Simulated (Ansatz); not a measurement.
Scan of H3P (cation, charge +1), doublet: umbrella (inversion) coordinate, bond length relaxed. Scanned: angle between the P-H bonds and the threefold axis (90 = planar). Other coordinates (P-H bond length) were minimised at PBE0/def2-TZVP.

Level of theory: full CI/cc-pVDZ, frozen core in Ansatz (an electronic-structure program).

Scanned values (°): 92.60, 95.86, 98.56, 102, 105.37, 107.73, 110.62, 113.75, 117.60, 120.19, 123.38, 125.74, 128.82, 132.

**Question.** At which scan points does the profile have its minima and maxima, and how high do they lie?

**Answer.** Lower than their neighbours: 105.37° (0.0 mEh). Higher than their neighbours: 92.60° (4.2 mEh, end of the scan), 132° (73.0 mEh, end of the scan). The whole profile spans 73.0 mEh.

The scan ran from 90.0 to 132.0; beyond the range shown the relaxed coordinates jump or full CI changes its symmetry label.
